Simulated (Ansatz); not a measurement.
The cluster Ti3Cl3, 6 atoms. Hardware: 4 threads of Arm Neoverse V1 on a shared host.

Correlated methods freeze 30 core orbitals; core or outer-core shells of Ti are correlated, in sets that lack core-valence functions.

Problem. How many basis functions does each of these Ansatz runs have, and roughly what does it cost? PBE-D4/def2-SVP, charge 0 doublet, energy, from earlier orbitals; PBE-D4/def2-TZVP, charge 0 doublet, energy and forces, from earlier orbitals; PBE-D4/def2-SVP, charge 0 doublet, energy with a search over starts; PBE0-D4/def2-SVP, charge 0 doublet, energy, from earlier orbitals; B97M-V/def2-TZVP, charge 0 doublet, energy, from earlier orbitals; PBE-D4/def2-SVP, charge 0 doublet, relaxation, 20 steps; MP2/def2-TZVP, charge 0 doublet, energy, from earlier orbitals; HF/STO-3G, charge 0 doublet, energy; PBE0-D4/def2-TZVP, charge 0 doublet, energy, from earlier orbitals; B3LYP-D4/def2-TZVP, charge 0 doublet, energy, from earlier orbitals; revPBE-D4/def2-TZVP, charge 0 doublet, energy, from earlier orbitals; r2SCAN-D4/def2-TZVP, charge 0 doublet, energy, from earlier orbitals.

Solution. Other jobs shared the machine, so times can vary by a factor of up to 3. A dash marks memory too small to be measured apart from the calling script's.

```tsv
run	functions	fitting or Cholesky vectors	wall time	peak host memory (GiB)
HF/STO-3G, charge 0 doublet, energy	81	1031	4.4 s	–
PBE-D4/def2-SVP, charge 0 doublet, energy, from earlier orbitals	147	1725	10 s	–
revPBE-D4/def2-TZVP, charge 0 doublet, energy, from earlier orbitals	246	2007	15 s	0.56
PBE-D4/def2-TZVP, charge 0 doublet, energy and forces, from earlier orbitals	246	2007	16 s	0.57
PBE0-D4/def2-SVP, charge 0 doublet, energy, from earlier orbitals	147	1524	19 s	0.81
B3LYP-D4/def2-TZVP, charge 0 doublet, energy, from earlier orbitals	246	1833	50 s	1.4
PBE0-D4/def2-TZVP, charge 0 doublet, energy, from earlier orbitals	246	1833	51 s	1.4
MP2/def2-TZVP, charge 0 doublet, energy, from earlier orbitals	246	1833	54 s	1.6
PBE-D4/def2-SVP, charge 0 doublet, energy with a search over starts	147	1725	74 s	–
r2SCAN-D4/def2-TZVP, charge 0 doublet, energy, from earlier orbitals	246	2007	95 s	1.2
B97M-V/def2-TZVP, charge 0 doublet, energy, from earlier orbitals	246	2007	2.7 min	1.6
PBE-D4/def2-SVP, charge 0 doublet, relaxation, 20 steps	147	1725	2.8 min	–
```
